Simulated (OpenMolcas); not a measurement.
A calculation on Ni2+.

* Program: OpenMolcas
* Method: CASSCF
* Basis: ANO-RCC-VQZP [7s6p4d3f2g1h]
* Scalar Hamiltonian: DKH2, point nucleus
* Active space: 8 electrons in 10 orbitals (3d 4d)
* State averaging: 2S+1 = 3 even, 10 roots; 2S+1 = 1 even, 15 roots
* Spin-orbit coupling: RASSI with atomic mean-field integrals over the reference wave functions, term energies averaged over their components

(1) Which level of the active space comes out lowest?

(2) How high does 3d⁸ ³P₀ lie?

(3) How high does 3d⁸ ³F₃ lie?

(4) How high does 3d⁸ ³P₁ lie?

(5) The level at 16807 cm⁻¹ has J = 2. What is it made of, and what is its g factor?

Measured values: Corliss and Sugar, J. Phys. Chem. Ref. Data 10, 197 (1981).

## Answers

(1) 3d⁸ ³F₄, with 100 % of that term; it is also the measured ground level.

(2) 20437 cm⁻¹ above the lowest level; measured 17231 cm⁻¹ above the ground level, so the calculation is off by +19 %.

(3) 1356 cm⁻¹ above the lowest level; measured 1361 cm⁻¹ above the ground level, so the calculation is off by 0 %.

(4) 20167 cm⁻¹ above the lowest level; measured 16978 cm⁻¹ above the ground level, so the calculation is off by +19 %.

(5) 87 % 3d⁸ ¹D₂, 12 % 3d⁸ ³P; g = 1.060, against 1.000 from Landé's formula for the pure leading term.

Without dynamic correlation excited terms often stand tens of per cent too high (terms of higher spin than the ground term too low), and those without a measured partner can miss by more than the paired ones. Active for correlation alone: 4d; no level in the range computed is led by a configuration that fills it, so any true level of that kind is missing. Computed and measured levels are paired by configuration, term and J; levels that our copy of the source lacks, or whose pairing is in doubt (as where it misses far off the trend of its configuration), stay unpaired and out of the deviations. Only configurations of the active space appear.
